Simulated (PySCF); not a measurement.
Static response to an electric field

Compound: C6H5NO.
Geometry (GFN2-xTB, Å), atoms numbered from 1 in this order:
```
atom  x, y, z in Å
O1    -2.418   -2.177    0.235
N2    -2.275   -1.018   -0.136
C3    -0.998   -0.454   -0.056
C4    -0.892    0.874   -0.483
C5     0.333    1.509   -0.440
C6     1.451    0.828    0.023
C7     1.352   -0.491    0.446
C8     0.134   -1.135    0.411
H9    -1.779    1.375   -0.838
H10    0.425    2.534   -0.767
H11    2.408    1.328    0.055
H12    2.230   -1.011    0.801
H13    0.024   -2.161    0.733
```

Level: CAM-B3LYP/def2-SVPD (PySCF), static field, nuclei fixed, core orbitals frozen in the response. The polarisability tensor in these axes (au):

```
x   101.11  18.23   5.40
y    18.23  93.44 -12.37
z     5.40 -12.37  50.97
```

Problem. Diagonalise the tensor; give its mean and Δα, where Δα² is half the sum of the squared differences of the eigenvalues.

Solution. Principal values 45.66, 83.75 and 116.11 au; mean 81.84 au = 12.13 Å³ = 13.49 × 10⁻⁴⁰ C²·m²/J; Δα = 61.08 au (75 % of the mean).

Problem. What is the dipole moment, and where does it point?

Solution. (3.51, 2.31, -0.05) D, 4.20 D in size, pointing from the negative to the positive side. Measured along this direction, the outermost atoms are O1 at the negative end and H11 at the positive end.

Problem. Give the eigenvalues of the traceless quadrupole moment Θ = ½Σq(3rr − r²1), origin at the centre of nuclear charge.

Solution. -6.26, -1.69, 7.95 D·Å. The values depend on the origin, since the dipole doesn't vanish. The electronic extent ⟨r²⟩ about the same centre is 888 bohr², a root-mean-square distance of 2.11 Å for the 56 electrons.

Problem. Rayleigh depolarisation ratio (linearly polarised light, static tensor)?

Solution. ρ = 3Δα²/(45ᾱ² + 4Δα²) = 11193.0/(301399 + 14924.0) = 0.0354.

Problem. Find the Langevin capture rate constant for H3+ (3.023 u) meeting this molecule (107.037 u), k = 2.342 × 10⁻⁹ cm³/s × √(α in Å³ / reduced mass in u).

Solution. The reduced mass is 2.94 u, so k = 4.76 × 10⁻⁹ cm³/s. The formula leaves out the permanent dipole, which adds to the capture rate.

One conformer (not necessarily the lowest) at the GFN2-xTB geometry, without solvent, vibrations or thermal averaging.
